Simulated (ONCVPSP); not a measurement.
**Before and after: ONCV potential for Mn**

```json
{
 "Element": "Mn",
 "Generator": "ONCVPSP 4.0.1",
 "Type": "optimised norm-conserving Vanderbilt (ONCV)",
 "Functional": "PBEsol",
 "Relativity": "scalar-relativistic",
 "Frozen core": "[Ne]",
 "Valence charge": "15",
 "Reference configuration": "3s2 3p6 3d5 4s2",
 "Partial waves": "3s+4s: rc 1.35 bohr, ncon 4, nbas 8, qcut 7.4 1/bohr, 2 projectors; 3p: rc 0.90 bohr, ncon 4, nbas 8, qcut 8.5 1/bohr, 2 projectors, debl 0.9 Ha; 3d: rc 1.75 bohr, ncon 4, nbas 9, qcut 9.9 1/bohr, 2 projectors, debl 2.4 Ha",
 "Local potential": "polynomial inside 0.70 bohr (lpopt 5, dvloc0 -1 Ha)",
 "Core correction": "Teter function, fcfact 4, rcfact 1.8"
}
```

In the p channel the program set the typed energies aside and used -2.002, 0.250 Ha.

All-electron outer shells of the reference configuration (PBEsol, scalar-relativistic, ld1.x):

```json
{"shell": "2p", "level (eV)": "-629.76", "outermost node (bohr)": "–", "outermost maximum (bohr)": "0.19"}
{"shell": "3s", "level (eV)": "-85.64", "outermost node (bohr)": "0.34", "outermost maximum (bohr)": "0.74"}
{"shell": "3p", "level (eV)": "-54.48", "outermost node (bohr)": "0.31", "outermost maximum (bohr)": "0.75"}
{"shell": "3d", "level (eV)": "-6.79", "outermost node (bohr)": "–", "outermost maximum (bohr)": "0.76"}
{"shell": "4s", "level (eV)": "-5.12", "outermost node (bohr)": "1.05", "outermost maximum (bohr)": "2.51"}
```

Change: all radii but the core radius scaled by about 1.20 (s 1.62, p 1.08, d 2.10 bohr); local potential polynomial inside 0.84 bohr (lpopt 5, dvloc0 -1 Ha).

Cutoffs: the cutoffs (Ha) at which the residual kinetic energy of the hardest occupied pseudo-wave falls to 1 and 0.1 mHa per electron; they do not see the model core or the augmentation charge, which bear on the density cutoff. Errors are all-electron minus pseudo energies relative to the spin-unpolarised reference configuration.

Q: What does the change do?

A: The potential gets softer (35 Ha and 218 Ha → 30 Ha and 34 Ha); of the 4 tests that both files solve, the error grows in 3 and shrinks in 0 by more than 15 % and 0.3 meV (median size 2.7 → 3.5 meV); neither file shows a bound ghost. A larger radius leaves more room for a smooth pseudo-wave, so fewer plane waves are needed. More of the atom is replaced by a form fitted at one configuration, so other configurations suffer.

```tsv
quantity	base	changed
cutoff, loose	35 Ha	30 Ha
cutoff, tight	218 Ha	34 Ha
loose cutoff by channel	s 22 Ha, p 32 Ha, d 35 Ha	s 11 Ha, p 29 Ha, d 30 Ha
bound ghosts	none	none
GHOST(+) flags under 300 eV	s at 231.4 eV	none
error for 3s2 3p6 3d5 4s1, meV [ΔE 8.43 eV]	+0.6	+1.1
error for 3s2 3p6 3d5 4s0, meV [ΔE 23.94 eV]	+4.2	+5.4
error for 3s2 3p6 3d4 4s0, meV [ΔE 56.42 eV]	+37	+74
error for 3s2 3p6 3d5 4s0 4p1, meV [ΔE 13.19 eV]	+1.3	+1.5
rms error of d²Exc/dni dnj with the model core, mHa	3.19	3.44
```
